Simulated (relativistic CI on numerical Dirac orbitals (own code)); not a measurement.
# Electric-dipole lines of As IV

These numbers are calculated, not measured: Dirac-Coulomb-Breit CI, KLI orbitals optimised for each configuration, model QED (radiative potential, 1s self-energy scaled to tabulated hydrogen-like ionisation energies), valence Slater integrals scaled by 0.85, configuration energies shifted to the measured levels that pair with them (semi-empirical) (own radial code, finite nucleus).

Configuration list (outside the closed core [Ar]): 3d10 4s2, 3d10 4s 4p, 3d10 4p2, 3d10 4s 4d, 3d10 4s 5s, 3d10 4s 5p, 3d10 4s 4f, 3d10 4s 5d, 3d10 4s 6s, 3d10 4d2, 3d10 4p 4d, 3d10 4f2, 3d10 4p 4f, 3d10 4s 6p, 3d10 4p 5s, 3d10 4s 5f, 3d10 4s 5g, 3d10 4s 6d, 3d10 4s 6f, 3d9 4s 4p2, 3d8 4s2 4p2, 3d9 4s2 4p, 3d10 4d 4f. Levels of other configurations are missing.

```tsv
λ vac (Å)	Lower	Upper	A (s⁻¹)	E lower (cm⁻¹)	E upper (cm⁻¹)
742.15	3d10 4s 4p 3P°_0 [2]	3d10 4s 4d 3D_1 [10]	4.27e+09	75866.8	210610.1
747.56	3d10 4s 4p 3P°_1 [3]	3d10 4s 4d 3D_2 [11]	5.67e+09	76962.0	210729.7
748.23	3d10 4s 4p 3P°_1 [3]	3d10 4s 4d 3D_1 [10]	3.16e+09	76962.0	210610.1
760.09	3d10 4s 4p 3P°_2 [4]	3d10 4s 4d 3D_3 [12]	7.35e+09	79348.8	210912.7
761.15	3d10 4s 4p 3P°_2 [4]	3d10 4s 4d 3D_2 [11]	1.85e+09	79348.8	210729.7
853.47	3d10 4s 4p 1P°_1 [5]	3d10 4s 4d 1D_2 [16]	1.05e+10	112763.4	229932.3
886.81	3d10 4s2 1S_0 [1]	3d10 4s 4p 1P°_1 [5]	5.40e+09	0.0	112763.4
932.61	3d10 4s 4p 3P°_1 [3]	3d10 4p2 3P_2 [9]	1.12e+09	76962.0	184188.2
935.89	3d10 4p2 1D_2 [6]	3d10 4s 4f 1F°_3 [24]	2.69e+09	179387.7	286238.1
946.96	3d10 4s 4p 3P°_0 [2]	3d10 4p2 3P_1 [8]	1.63e+09	75866.8	181468.0
953.84	3d10 4s 4p 3P°_2 [4]	3d10 4p2 3P_2 [9]	3.19e+09	79348.8	184188.2
979.25	3d10 4s 4p 3P°_2 [4]	3d10 4p2 3P_1 [8]	1.79e+09	79348.8	181468.0
1345.3	3d10 4s 4d 3D_3 [12]	3d10 4s 4f 3F°_4 [23]	1.09e+09	210912.7	285245.8
1351.2	3d10 4s 4d 3D_2 [11]	3d10 4s 4f 3F°_3 [22]	8.01e+08	210729.7	284739.8
1776.0	3d10 4s 4d 1D_2 [16]	3d10 4s 4f 1F°_3 [24]	5.36e+08	229932.3	286238.1
2236.3	3d10 4s 5p 1P°_1 [20]	3d10 4s 5d 1D_2 [30]	1.02e+09	254940.1	299656.0
2264.5	3d10 4s 5p 3P°_1 [18]	3d10 4s 5d 3D_2 [26]	7.68e+08	251479.8	295639.0
2300.3	3d10 4s 5p 3P°_2 [19]	3d10 4s 5d 3D_3 [27]	1.01e+09	252243.1	295715.6
2419.5	3d10 4s 4d 3D_3 [12]	3d10 4s 5p 3P°_2 [19]	3.57e+08	210912.7	252243.1
3113.8	3d10 4s 5s 3S_1 [14]	3d10 4s 5p 3P°_2 [19]	3.13e+08	220127.6	252243.1
```

Terms are leading LS components. Brackets give the number of a level in order of energy, since labels repeat. The list gives strong lines, with weight on those to low levels, without configurations that were not tied to measured data, without lines whose two gauges differ by over a factor of 2.5, among the lowest 90 of 299 levels, so that lines to higher ones, which can be the strongest, are missing, and without lines across small gaps between configurations, and without 5 lines that miss the measured interval by over 3.5 %, start from a term whose rates miss tabulated ones by over 60 %, have gauges far apart or, lacking measured levels, span too small a gap for the errors found; lines with a level outside our table were not tested and can miss by more. Levels whose partners in the same complex of configurations lie outside the list can be far off, and so can their lines. Rates are taken at the computed energies, electric ones in the length gauge.

Configurations whose levels could be paired with our table of measured levels were shifted onto them, all but the ground configuration, by the median error of their levels; single terms can still be off by 1,000 to 2,000 cm⁻¹ or more, and rates follow the energies as ν³ (E1, M1) or ν⁵ (E2). The others borrow a shift and can be off by several thousand cm⁻¹ or more. The fine structure of a lone outer electron comes out too small, for d and f at times inverted, and misplaced configurations move strength between like terms. 20 of the 20 excited levels that our extract of the measured tables holds in this range could be paired (the sources list more); they are missed by 159 cm⁻¹ on average and 900 at most, after the shifts were fitted to these levels, and levels without a partner can miss by more.

LS names give the leading component of a level, which can be under half, so a name can repeat, a term be missing and a line seem to break the LS rules.
